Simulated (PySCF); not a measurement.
Sn(F)(Cl)2(OMe) (CH3Cl2FOSn), SMILES C[O][Sn]([F])([Cl])[Cl].

Geometry optimised at B3LYP-D3(BJ)/def2-SVP. The structure was generated by enumeration; whether it is a known compound was not checked. The def2 effective core potentials stand for the cores of Sn; spin–orbit coupling is left out. One conformer was computed; it need not be the lowest.

Calculation: TDA-PBE/def2-SVPD run with PySCF.

Vertical excitations. Gas-phase values at a fixed geometry.

Computed excitation energies, oscillator strengths and character:
```json
[
 {"state": "S1", "energy (eV)": "3.17", "λ (nm)": "392", "f": "0.003", "main pairs": "HOMO→LUMO 99 %"},
 {"state": "S2", "energy (eV)": "4.31", "λ (nm)": "288", "f": "0.048", "main pairs": "HOMO−1→LUMO 44 %, HOMO−2→LUMO 36 %, HOMO−3→LUMO 17 %"},
 {"state": "S3", "energy (eV)": "4.32", "λ (nm)": "287", "f": "0.050", "main pairs": "HOMO−2→LUMO 59 %, HOMO−1→LUMO 37 %"},
 {"state": "S4", "energy (eV)": "4.38", "λ (nm)": "283", "f": "0.020", "main pairs": "HOMO−3→LUMO 82 %"},
 {"state": "S5", "energy (eV)": "4.58", "λ (nm)": "271", "f": "0.006", "main pairs": "HOMO−4→LUMO 65 %, HOMO−5→LUMO 34 %"},
 {"state": "S6", "energy (eV)": "4.64", "λ (nm)": "267", "f": "0.016", "main pairs": "HOMO−5→LUMO 65 %, HOMO−4→LUMO 33 %"},
 {"state": "S7", "energy (eV)": "5.45", "λ (nm)": "227", "f": "0.044", "main pairs": "HOMO−6→LUMO 86 %"},
 {"state": "S8", "energy (eV)": "5.51", "λ (nm)": "225", "f": "0.011", "main pairs": "HOMO−7→LUMO 95 %"},
 {"state": "S9", "energy (eV)": "6.47", "λ (nm)": "192", "f": "0.008", "main pairs": "HOMO→LUMO+1 60 %, HOMO→LUMO+2 37 %"},
 {"state": "S10", "energy (eV)": "6.67", "λ (nm)": "186", "f": "0.097", "main pairs": "HOMO−8→LUMO 60 %, HOMO→LUMO+2 9 %"},
 {"state": "T1", "energy (eV)": "2.87", "λ (nm)": "432", "f": "0", "main pairs": "HOMO→LUMO 100 %"},
 {"state": "T2", "energy (eV)": "3.47", "λ (nm)": "357", "f": "0", "main pairs": "HOMO−1→LUMO 99 %"},
 {"state": "T3", "energy (eV)": "3.97", "λ (nm)": "313", "f": "0", "main pairs": "HOMO−2→LUMO 100 %"},
 {"state": "T4", "energy (eV)": "4.05", "λ (nm)": "306", "f": "0", "main pairs": "HOMO−3→LUMO 100 %"}
]
```
Triplets are in the Tamm–Dancoff approximation.
